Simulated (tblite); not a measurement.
A geometry optimisation, step by step.

Compound: C7H7OPS.
SMILES with atom numbers: `[CH3:1][S:2][c:3]1[cH:4][cH:5][cH:6][p:7][c:8]1[CH:9]=[O:10]` (hydrogens: H11, H12, H13 on C1; H14 on C4; H15 on C5; H16 on C6; H17 on C9)

Computed with GFN2-xTB (tblite), gas phase: L-BFGS steps from a force-field or distance-geometry start until the largest atomic force falls under 0.01 eV/Å. 9 of its 58 geometries are shown.

Step 0: E = -770.1263 eV, largest atomic force 4.912 eV/Å
```
atom  x, y, z in Å  |  force x, y, z in eV/Å
C1     -2.781   -0.931    0.194   -1.263  -0.624  -0.051
S2     -1.835    0.600    0.152    0.354   0.471   0.061
C3     -0.052    0.290    0.019   -2.260   0.424   0.152
C4      0.379   -0.992   -0.063   -1.569  -1.646   0.190
C5      1.663   -1.418   -0.159    1.641  -1.433  -0.275
C6      2.770   -0.605   -0.233   -1.317   0.670   0.202
P7      2.459    1.105   -0.163    2.373   1.810  -0.145
C8      0.758    1.410   -0.013   -0.685  -1.010   0.001
C9      0.251    2.756    0.061    3.789   3.121  -0.162
O10     1.105    3.698    0.022   -2.464  -2.312   0.110
H11    -2.476   -1.623   -0.606    0.017   0.178   0.470
H12    -2.840   -1.405    1.197    0.514   0.249  -0.656
H13    -3.843   -0.636   -0.034    1.024  -0.003   0.095
H14    -0.393   -1.777   -0.018    0.422   0.348  -0.024
H15     1.854   -2.490   -0.209   -0.244   0.035   0.049
H16     3.770   -0.999   -0.307   -0.076   0.191  -0.014
H17    -0.796    3.027    0.151   -0.256  -0.470  -0.002
```

Step 7: E = -770.8374 eV, largest atomic force 0.320 eV/Å
```
atom  x, y, z in Å  |  force x, y, z in eV/Å
C1     -2.798   -0.927    0.181    0.026  -0.051  -0.008
S2     -1.862    0.639    0.165    0.313   0.036  -0.058
C3     -0.116    0.268    0.021   -0.159  -0.074   0.031
C4      0.315   -1.055   -0.047   -0.007   0.090  -0.019
C5      1.650   -1.424   -0.166   -0.254   0.113   0.069
C6      2.688   -0.516   -0.216   -0.055  -0.116  -0.025
P7      2.523    1.214   -0.162    0.004  -0.138   0.007
C8      0.778    1.353   -0.021   -0.118  -0.083   0.014
C9      0.352    2.748    0.054   -0.163  -0.096  -0.005
O10     1.108    3.689    0.022    0.229  -0.146  -0.018
H11    -2.461   -1.626   -0.580    0.021   0.154  -0.053
H12    -2.761   -1.396    1.163    0.053   0.105  -0.039
H13    -3.818   -0.612   -0.043    0.125  -0.076   0.069
H14    -0.418   -1.849   -0.013    0.038   0.065   0.034
H15     1.855   -2.492   -0.208    0.076   0.218  -0.010
H16     3.689   -0.917   -0.303    0.041   0.093  -0.001
H17    -0.733    2.913    0.143   -0.172  -0.093   0.014
```

Step 14: E = -770.8702 eV, largest atomic force 0.113 eV/Å
```
atom  x, y, z in Å  |  force x, y, z in eV/Å
C1     -2.771   -0.913    0.176   -0.047   0.002  -0.007
S2     -1.860    0.660    0.153    0.075   0.017  -0.031
C3     -0.139    0.257    0.025    0.001  -0.035  -0.001
C4      0.295   -1.060   -0.042    0.007  -0.007   0.015
C5      1.632   -1.408   -0.159   -0.026  -0.025   0.003
C6      2.675   -0.507   -0.217   -0.018  -0.029   0.004
P7      2.510    1.217   -0.158   -0.042  -0.040   0.006
C8      0.762    1.329   -0.018   -0.027   0.005   0.003
C9      0.340    2.716    0.053   -0.011   0.015   0.000
O10     1.132    3.628    0.018   -0.041   0.071   0.005
H11    -2.438   -1.588   -0.606    0.041   0.051  -0.003
H12    -2.717   -1.373    1.159    0.106  -0.023  -0.031
H13    -3.796   -0.618   -0.025   -0.058  -0.009   0.018
H14    -0.431   -1.856    0.001    0.039  -0.026   0.019
H15     1.865   -2.465   -0.208   -0.013   0.000   0.009
H16     3.681   -0.895   -0.304   -0.018  -0.007  -0.007
H17    -0.748    2.888    0.143    0.033   0.042  -0.002
```

Step 21: E = -770.8788 eV, largest atomic force 0.093 eV/Å
```
atom  x, y, z in Å  |  force x, y, z in eV/Å
C1     -2.762   -0.899    0.169    0.017  -0.040  -0.012
S2     -1.861    0.675    0.134    0.002   0.056   0.001
C3     -0.146    0.250    0.025    0.031   0.037  -0.006
C4      0.288   -1.069   -0.031    0.002   0.008   0.012
C5      1.624   -1.418   -0.153    0.015  -0.003   0.000
C6      2.664   -0.515   -0.217   -0.007   0.002   0.004
P7      2.498    1.208   -0.153   -0.023   0.014   0.003
C8      0.751    1.326   -0.017    0.000   0.024  -0.001
C9      0.331    2.719    0.053   -0.003  -0.032   0.001
O10     1.124    3.630    0.018   -0.032   0.005   0.001
H11    -2.418   -1.545   -0.630   -0.039  -0.039  -0.075
H12    -2.649   -1.373    1.139    0.014  -0.034   0.018
H13    -3.801   -0.632    0.002    0.021  -0.007   0.037
H14    -0.427   -1.876    0.020   -0.023   0.041   0.011
H15     1.861   -2.474   -0.202   -0.035   0.012   0.019
H16     3.672   -0.898   -0.310   -0.007  -0.026  -0.005
H17    -0.757    2.902    0.144    0.069  -0.017  -0.007
```

Step 28: E = -770.8895 eV, largest atomic force 0.114 eV/Å
```
atom  x, y, z in Å  |  force x, y, z in eV/Å
C1     -2.726   -0.912    0.145   -0.047   0.013   0.019
S2     -1.861    0.686    0.108   -0.095  -0.012  -0.002
C3     -0.149    0.268    0.025    0.063   0.055   0.009
C4      0.274   -1.053   -0.009   -0.025  -0.018  -0.012
C5      1.603   -1.419   -0.135    0.026  -0.014   0.018
C6      2.650   -0.527   -0.215    0.015  -0.003  -0.010
P7      2.501    1.198   -0.148    0.036   0.014  -0.018
C8      0.757    1.336   -0.018    0.018   0.068   0.004
C9      0.334    2.727    0.051   -0.037   0.021  -0.001
O10     1.107    3.655    0.017    0.064  -0.064  -0.008
H11    -2.452   -1.516   -0.716   -0.001   0.007   0.069
H12    -2.531   -1.413    1.090    0.044  -0.065  -0.082
H13    -3.780   -0.660    0.086   -0.023   0.030  -0.001
H14    -0.448   -1.848    0.060   -0.056  -0.027  -0.005
H15     1.820   -2.480   -0.172    0.019   0.013   0.008
H16     3.649   -0.924   -0.322    0.040  -0.003   0.011
H17    -0.754    2.895    0.142   -0.040  -0.016   0.001
```

Step 36: E = -770.8936 eV, largest atomic force 0.074 eV/Å
```
atom  x, y, z in Å  |  force x, y, z in eV/Å
C1     -2.726   -0.914    0.141   -0.021  -0.032   0.003
S2     -1.868    0.688    0.105   -0.032  -0.062   0.024
C3     -0.151    0.276    0.026    0.037   0.000  -0.002
C4      0.270   -1.047   -0.005   -0.002  -0.027  -0.009
C5      1.600   -1.417   -0.124    0.016  -0.002  -0.003
C6      2.649   -0.528   -0.214    0.001   0.010   0.008
P7      2.503    1.198   -0.157    0.000   0.013  -0.004
C8      0.759    1.340   -0.018   -0.002   0.027  -0.010
C9      0.337    2.730    0.050   -0.010   0.011  -0.006
O10     1.117    3.652    0.014    0.017  -0.008  -0.002
H11    -2.474   -1.506   -0.735   -0.017   0.044  -0.020
H12    -2.495   -1.451    1.058   -0.002   0.038  -0.007
H13    -3.783   -0.664    0.119    0.023   0.002   0.014
H14    -0.459   -1.836    0.062   -0.010  -0.040  -0.009
H15     1.819   -2.478   -0.156   -0.013   0.013   0.013
H16     3.649   -0.928   -0.317    0.003   0.005   0.008
H17    -0.752    2.899    0.140    0.011   0.008   0.000
```

Step 43: E = -770.8963 eV, largest atomic force 0.020 eV/Å
```
atom  x, y, z in Å  |  force x, y, z in eV/Å
C1     -2.733   -0.922    0.138    0.007   0.017   0.004
S2     -1.872    0.680    0.123   -0.005  -0.005   0.019
C3     -0.152    0.273    0.025   -0.008  -0.004  -0.008
C4      0.270   -1.050   -0.008    0.006   0.003  -0.004
C5      1.602   -1.415   -0.115    0.003  -0.001  -0.006
C6      2.649   -0.523   -0.207   -0.001  -0.004   0.002
P7      2.497    1.203   -0.174    0.009  -0.012   0.011
C8      0.753    1.341   -0.024    0.003  -0.013  -0.008
C9      0.342    2.735    0.044   -0.001  -0.007  -0.004
O10     1.137    3.644    0.008   -0.013   0.001  -0.003
H11    -2.512   -1.478   -0.768   -0.010   0.002   0.010
H12    -2.473   -1.484    1.030    0.002   0.000  -0.016
H13    -3.789   -0.669    0.163    0.010   0.008  -0.001
H14    -0.458   -1.844    0.050    0.014   0.007   0.000
H15     1.825   -2.475   -0.132   -0.002   0.000  -0.002
H16     3.651   -0.921   -0.301   -0.004   0.008   0.008
H17    -0.743    2.918    0.137   -0.009  -0.001  -0.001
```

Step 50: E = -770.8967 eV, largest atomic force 0.017 eV/Å
```
atom  x, y, z in Å  |  force x, y, z in eV/Å
C1     -2.732   -0.920    0.137    0.007   0.015   0.003
S2     -1.871    0.681    0.135    0.006  -0.008  -0.004
C3     -0.153    0.272    0.022   -0.001  -0.009   0.007
C4      0.270   -1.050   -0.011    0.002  -0.007  -0.001
C5      1.602   -1.416   -0.115    0.004   0.004  -0.001
C6      2.649   -0.524   -0.204    0.003   0.004   0.004
P7      2.497    1.202   -0.171    0.009   0.000  -0.003
C8      0.752    1.340   -0.029    0.005  -0.009   0.006
C9      0.340    2.733    0.041    0.005   0.004  -0.001
O10     1.134    3.643    0.005   -0.002   0.010  -0.005
H11    -2.523   -1.466   -0.777    0.005   0.006  -0.010
H12    -2.461   -1.493    1.018   -0.007  -0.009   0.010
H13    -3.787   -0.665    0.177   -0.015   0.002   0.007
H14    -0.455   -1.845    0.049   -0.007   0.006  -0.005
H15     1.824   -2.476   -0.129    0.003   0.005  -0.009
H16     3.652   -0.920   -0.293   -0.004  -0.003   0.007
H17    -0.745    2.917    0.135   -0.012  -0.010  -0.004
```

Step 57: E = -770.8972 eV, largest atomic force 0.010 eV/Å
```
atom  x, y, z in Å  |  force x, y, z in eV/Å
C1     -2.736   -0.916    0.141    0.000   0.000  -0.001
S2     -1.866    0.680    0.149    0.007   0.005   0.004
C3     -0.149    0.270    0.023   -0.003   0.000   0.008
C4      0.273   -1.053   -0.016   -0.001   0.002   0.005
C5      1.606   -1.417   -0.119   -0.001   0.001   0.003
C6      2.653   -0.524   -0.198    0.003   0.000   0.003
P7      2.500    1.202   -0.168   -0.009   0.005   0.001
C8      0.755    1.338   -0.030   -0.005   0.002   0.007
C9      0.337    2.730    0.035    0.000   0.002  -0.001
O10     1.125    3.646   -0.003    0.002   0.001  -0.004
H11    -2.530   -1.452   -0.780   -0.006  -0.003   0.004
H12    -2.468   -1.502    1.016    0.005   0.005  -0.005
H13    -3.789   -0.654    0.186    0.003  -0.006  -0.002
H14    -0.454   -1.846    0.040   -0.001  -0.002  -0.007
H15     1.829   -2.476   -0.137   -0.001  -0.004  -0.006
H16     3.656   -0.919   -0.278    0.005  -0.006  -0.003
H17    -0.750    2.907    0.128    0.001  -0.003  -0.005
```

Q: Summarise the path.

A: The energy falls by 0.7709 eV from step 0 to step 57; nine tenths of that is first reached at step 7. It falls at every step. The largest force goes from 4.912 to 0.010 eV/Å. Among the bonds C9=O10 changes most, from 1.273 to 1.208 Å; the atoms move by 0.162 Å rms after alignment.

Q: Follow the three bonds and two angles with the largest change from start to end.

A: 
```
step  E above end (eV)  largest force (eV/Å)  C9=O10 (Å)  S2–C3 (Å)  C1–H13 (Å)  C6–P7–C8 (°)  C3–C8–P7 (°)
   0            0.7709                 4.912       1.273      1.815       1.126         110.6         115.7
   2            0.2643                 0.898       1.216      1.767       1.086         105.9         119.9
   5            0.1069                 0.563       1.208      1.784       1.086         101.2         124.2
   7            0.0599                 0.320       1.207      1.791       1.091         100.1         124.9
  10            0.0388                 0.195       1.209      1.768       1.087          99.8         125.3
  12            0.0310                 0.141       1.209      1.766       1.085          99.4         126.1
  15            0.0257                 0.102       1.208      1.774       1.086          99.3         126.4
  17            0.0226                 0.113       1.208      1.771       1.087          99.5         126.2
  20            0.0192                 0.095       1.209      1.768       1.087          99.5         126.0
  22            0.0175                 0.081       1.209      1.772       1.086          99.5         125.9
  25            0.0138                 0.149       1.208      1.773       1.086          99.6         125.7
  27            0.0097                 0.139       1.208      1.767       1.086          99.6         125.8
  30            0.0054                 0.086       1.208      1.767       1.085          99.6         125.8
  32            0.0047                 0.034       1.208      1.770       1.086          99.6         125.7
  35            0.0040                 0.074       1.208      1.769       1.086          99.6         125.8
  37            0.0030                 0.059       1.208      1.768       1.086          99.6         125.9
  40            0.0014                 0.062       1.208      1.770       1.086          99.6         125.8
  42            0.0010                 0.035       1.209      1.770       1.086          99.6         125.8
  45            0.0008                 0.022       1.209      1.769       1.086          99.6         125.8
  47            0.0006                 0.020       1.209      1.770       1.086          99.6         125.9
  50            0.0005                 0.017       1.209      1.769       1.085          99.6         125.8
  52            0.0003                 0.028       1.208      1.769       1.086          99.7         125.8
  55            0.0001                 0.017       1.208      1.769       1.086          99.6         125.8
  57            0.0000                 0.010       1.208      1.770       1.086          99.6         125.8
```

The cost below is that of the whole relaxation. Hardware: an Arm Neoverse V2 with one thread, no GPU, shared host. Cost: 0.41 s wall.
